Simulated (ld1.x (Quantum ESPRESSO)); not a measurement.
**Before and after: TM potential for Mg (Z = 12)**

ld1.x (Quantum ESPRESSO) 7.5 input, shortened:

```
&input
   title='Mg', zed=12., rel=1, dft='PBE', iswitch=3,
   config='[Ne] 3s2 3p0 3d-2'
 /
 &inputp
   pseudotype=2, tm=.true., lloc=2,
   nlcc=.true., new_core_ps=.true.
 /
3
3S  1  0   2.00   0.00  2.35  2.35  0.0
3P  2  1   0.00   0.00  2.70  2.70  0.0
3D  3  2  -2.00   0.05  2.65  2.65  0.0
 &test
   configts(1)='3s2 3p0'
 /
```

All-electron outer shells of the reference configuration (PBE, scalar-relativistic, ld1.x):

```
shell  level (eV)  outermost node (bohr)  outermost maximum (bohr)
   2s      -79.85                   0.18                      0.54
   2p      -46.61                      –                      0.48
   3s       -4.70                   0.90                      2.56
   3p       -1.33                   0.96                      3.46
```

Change: wave 3s (bound): rc 2.35 bohr becomes 3s (bound): rc 2.62 bohr.

Cutoffs: the cutoffs (Ry, on a coarse ladder) from which the occupation-weighted sum of valence levels, in a spherical-Bessel basis at the reference potential, stays within 10 and 1 mRy of its value at 400 Ry; they do not see the model core or the augmentation charge, which bear on the density cutoff. Errors are all-electron minus pseudo energies relative to the spin-unpolarised reference configuration.

Task: How do hardness, ghosts and transferability respond?

Result: The potential gets softer (6 Ry and 18 Ry → 6 Ry and 15 Ry); of the 5 tests that both files solve, the error grows in 3 and shrinks in 1 by more than 15 % and 0.3 meV (median size 2.6 → 3.0 meV); neither file shows a bound ghost. A larger radius leaves more room for a smooth pseudo-wave, so fewer plane waves are needed.

| quantity | base | changed |
| --- | --- | --- |
| cutoff, loose | 6 Ry | 6 Ry |
| cutoff, tight | 18 Ry | 15 Ry |
| bound ghosts | none | none |
| error for 3s1 3p0, meV [ΔE 7.96 eV] | +2.6 | +1.8 |
| error for 3s1.5 3p0, meV [ΔE 3.14 eV] | +0.7 | +0.6 |
| error for 3s1 3p1, meV [ΔE 3.49 eV] | -1.6 | -3.0 |
| error for 3s0 3p2, meV [ΔE 7.18 eV] | -8.7 | -16 |
| error for 3s0 3p1, meV [ΔE 12.33 eV] | -4.0 | -12 |
| s: phases at 2.96 bohr within 0.05 rad from the reference energy up to (Ry; the scan ends near 5) | 1.3 | 1.2 |
| p: phases at 2.96 bohr within 0.05 rad from the reference energy up to (Ry; the scan ends near 5) | 2.0 | 2.0 |
| d: phases at 2.96 bohr within 0.05 rad from the reference energy up to (Ry; the scan ends near 5) | 3.1 | 3.1 |
